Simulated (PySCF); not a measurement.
# Orbital picture of VS

BP86 at R = 2.045 Å; basis V x2c-TZVPPall, S x2c-TZVPPall; spin-free X2C with a Gaussian nucleus; PySCF 2.14. State: ⁴Σ⁻ (quartet), unpaired electrons σ ↑, δ ↑↑. Only the outer orbitals are listed, counted within each symmetry.

```csv
spin,orbital,occ.,ε (eV),on V (%),main shells (%)
α,9σ,1,-15.71,8,92 S s
α,10σ,1,-7.07,33,"64 S p, 27 V d"
α,4π,1,-6.30,37,"62 S p, 34 V d"
α,4π,1,-6.30,37,"62 S p, 34 V d"
α,11σ,1,-4.89,96,"56 V s, 38 V d"
α,1δ,1,-4.36,100,100 V d
α,1δ,1,-4.36,100,100 V d
α,5π,0,-3.64,74,"61 V d, 26 S p, 13 V p"
α,5π,0,-3.64,74,"61 V d, 26 S p, 13 V p"
α,12σ,0,-3.06,78,"34 V p, 24 V d, 21 S p"
β,3π,1,-40.02,100,100 V p
β,3π,1,-40.02,100,100 V p
β,9σ,1,-16.02,6,94 S s
β,10σ,1,-6.81,20,"79 S p, 14 V d"
β,4π,1,-6.26,17,"82 S p, 15 V d"
β,4π,1,-6.26,17,"82 S p, 15 V d"
β,11σ,0,-2.92,100,"78 V s, 12 V d, 10 V p"
β,5π,0,-2.35,86,"80 V d, 12 S p"
β,5π,0,-2.35,86,"80 V d, 12 S p"
```

Q: Which are the highest filled and the lowest empty level, where do they sit, and how wide is the gap?

A: Highest filled α 1δ at -4.36 eV (in %: 100 V d); lowest empty α 5π at -3.64 eV (in %: 61 V d, 26 S p, 13 V p); the gap at BP86 is 0.72 eV.

* bond order (Mayer): 2.46
* ⟨S²⟩: 3.870
* charge on V (Mulliken, basis-dependent): 0.33
* charge on V (Löwdin, basis-dependent): -0.32
* dipole moment (positive dipole means V(−)S(+)): -4.38 D

The state is the lowest single determinant that the PBE0 search found; with open d or f shells the true ground state can be another one.
